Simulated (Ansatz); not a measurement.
`CC[SiH2]C#N` + `N[SiH3]` → `N#C[SiH2]N[SiH3]` + ethane at 700 K and 1 bar (ligand exchange at the Si–C bond).

Isolated molecules relaxed with PBE0-D4/def2-TZVP in Ansatz; ΔE leaves out vibrations. CBS: MP2 limit from def2 TZ/QZ plus the TZ coupled-cluster correction, frozen cores. This one scheme is used for every species. One conformer a species, not always the lowest.

```
           species  CCSD(T)/CBS energy (Eh)  H − E (kJ/mol)  S (J/(mol·K))
     `CC[SiH2]C#N`               -462.15225           320.7          468.6
         `N[SiH3]`               -346.80422           180.7          336.3
`N#C[SiH2]N[SiH3]`               -729.26217           263.5          501.3
              `CC`                -79.71954           238.1          289.3
```

H − E and S are ideal-gas, rigid-rotor, harmonic terms from PBE0-D4/def2-TZVP, for one conformer and one mirror image of each species. 1 Eh = 2625.50 kJ/mol, R = 8.31446 J/(mol·K).

Task: By hand: ΔE, ΔH, ΔS and ΔG.

Result: ΔE = (-729.26217) + (-79.71954) − (-462.15225) − (-346.80422) = -0.02524 Eh = -66.3 kJ/mol. Δ(H − E) = 263.5 + 238.1 − 320.7 − 180.7 = 0.2, so ΔH = -66.1 kJ/mol. ΔS = 501.3 + 289.3 − 468.6 − 336.3 = -14.3 J/(mol·K). ΔG = -66.1 − 700 × (-14.3)/1000 = -56.1 kJ/mol.

Task: By hand: the equilibrium constant, and the temperature at which ΔG would vanish if ΔH and ΔS stayed fixed.

Result: log₁₀ K = −ΔG/(RT ln 10) = 4.2. ΔG = 0 at ΔH/ΔS = 4622 K, far beyond where these terms or the molecules hold.

The number of gas molecules stays the same, so ΔS is small and ΔH decides. A doubt of 5 kJ/mol in ΔE shifts log₁₀ K by 0.4 here. Other conformers and mirror images would add mixing entropy, several J/(mol·K) or more a flexible species. Modes under 60 cm⁻¹, often nearly free rotors, make the harmonic entropy too high. These are equilibria of isolated gas molecules and say nothing of rates. Largest T1 diagnostic: 0.012 (customary marks: 0.02 for closed shells, 0.045 for open ones).
